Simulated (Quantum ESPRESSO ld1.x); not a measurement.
Results of a calculation; reference values are marked as such.
All-electron atom: Kr+ in [Ar] 3d10 4s2 4p5. Level of theory: scalar-relativistic Kohn-Sham, BLYP, spin-unpolarised, spherical densities, point nucleus (ld1.x of Quantum ESPRESSO 7.5).

X-ray form factor f0, the Fourier transform of the density (f0(0) = 35):

sin(theta)/lambda (1/angstrom)  f0 (electrons)
0.05                                    34.432
0.1                                     32.899
0.15                                    30.799
0.2                                     28.547
0.25                                    26.416
0.3                                     24.521
0.4                                     21.398
0.5                                     18.833
0.6                                     16.549
0.8                                     12.632
1                                        9.765
1.25                                     7.579
1.5                                      6.385
2                                        5.059
